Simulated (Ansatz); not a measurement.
```yaml
crystal:
  periodic: [false, false, false]
  atoms:
    - {symbol: C, position_ang: [-1.474181, 0.098836, -3.641847]}
    - {symbol: S, position_ang: [-0.766806, 0.313509, -2.016872]}
    - {symbol: O, position_ang: [0.704923, 0.158530, -2.197016]}
    - {symbol: O, position_ang: [-1.194251, 1.633759, -1.543699]}
    - {symbol: O, position_ang: [-1.327469, -0.834368, -1.218329]}
    - {symbol: H, position_ang: [-1.185037, -0.888080, -4.024207]}
    - {symbol: H, position_ang: [-2.565284, 0.175176, -3.553082]}
    - {symbol: H, position_ang: [-1.084143, 0.894958, -4.288790]}
    - {symbol: C, position_ang: [0.653345, -2.256781, 2.326378]}
    - {symbol: S, position_ang: [-0.166846, -1.657714, 0.819837]}
    - {symbol: C, position_ang: [1.051412, -2.155010, -0.404936]}
    - {symbol: C, position_ang: [0.033357, 0.092628, 1.060232]}
    - {symbol: C, position_ang: [-1.110803, 0.779264, 1.456761]}
    - {symbol: C, position_ang: [-1.029106, 2.151412, 1.660156]}
    - {symbol: C, position_ang: [0.172959, 2.818843, 1.439515]}
    - {symbol: C, position_ang: [1.300642, 2.118552, 1.017543]}
    - {symbol: C, position_ang: [1.239728, 0.742639, 0.821928]}
    - {symbol: H, position_ang: [0.031158, -1.954049, 3.179119]}
    - {symbol: H, position_ang: [0.693207, -3.354057, 2.271848]}
    - {symbol: H, position_ang: [1.662355, -1.834733, 2.426912]}
    - {symbol: H, position_ang: [0.684572, -3.102250, -0.820765]}
    - {symbol: H, position_ang: [1.055125, -1.369988, -1.193559]}
    - {symbol: H, position_ang: [2.031587, -2.284534, 0.071908]}
    - {symbol: H, position_ang: [-2.061318, 0.252315, 1.556493]}
    - {symbol: H, position_ang: [-1.921507, 2.706882, 1.954728]}
    - {symbol: H, position_ang: [0.225549, 3.901588, 1.572959]}
    - {symbol: H, position_ang: [2.233036, 2.648311, 0.812626]}
    - {symbol: H, position_ang: [2.113795, 0.204372, 0.454149]}
basis:
  gaussian: {orbitals: def2-TZVP}
magnetization: {spin_polarized: true, initial_magnetization: 2}
hamiltonian: {xc: pbe0, dispersion: d4}
scf: {omitted_lower_state_checks: [starts]}
output: {orbitals: {seedname: orbitals}}
```

```sh
$ ansatz run in.yaml --threads 4 --pin off --events-out ev --progress --plain --max-ram 6963MiB
```

(1) Does this run fit into the memory that it is given?

## Answers

(1) No. It has 530 basis functions, and Ansatz plans for 9 GiB where 7 GiB are given.
